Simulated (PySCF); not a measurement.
C₃H₈N₂Si, SMILES N[C@H]1C([SiH3])=NC1.

Geometry: PBE0-D3(BJ)/def2-SVP. The structure was generated by enumeration; whether it is a known compound was not checked. Other conformers were not sampled.

These are SMD-B3LYP/def2-SVP (PySCF) values and carry that method's errors.

Solvation free energies are E(SMD) − E(gas) at the gas-phase geometry, for 1 M in both phases. In vacuum the dipole moment is 2.04 D.

```csv
solvent,ΔG(solv) (kcal/mol),its non-electrostatic (CDS) part,dipole (D)
water,-8.4,-0.8,2.84
"N,N-dimethylformamide",-5.6,1.7,2.82
tetrahydrofuran,-5.0,1.0,2.66
```
